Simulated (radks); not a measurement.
Correlation energies from several functionals, in hartree. Species: Ba2+ [Xe]; B3+ [He]. Calculated with a radial shooting solver on a logarithmic mesh with Libxc functionals: non-relativistic Kohn-Sham, exchange-only PBE, spin-polarised, spherical densities, point nucleus. Every spin shell is full or empty, so the densities are truly spherical. Functionals are evaluated on that one density, not self-consistently.

PW92: Ba2+ -5.2960; B3+ -0.16248
VWN5: Ba2+ -5.3186; B3+ -0.16336
PZ: Ba2+ -5.2968; B3+ -0.16179
Wigner: Ba2+ -2.9006; B3+ -0.10592
Chachiyo: Ba2+ -5.2291; B3+ -0.15934
PBEsol: Ba2+ -3.3603; B3+ -0.059358
P86: Ba2+ -3.3741; B3+ -0.052605
TPSS: Ba2+ -2.9765; B3+ -0.047319
revTPSS: Ba2+ -3.0102; B3+ -0.049692
SCAN: Ba2+ -2.9641; B3+ -0.042294
r2SCAN: Ba2+ -2.9835; B3+ -0.042294
B95: Ba2+ -3.6554; B3+ -0.060186
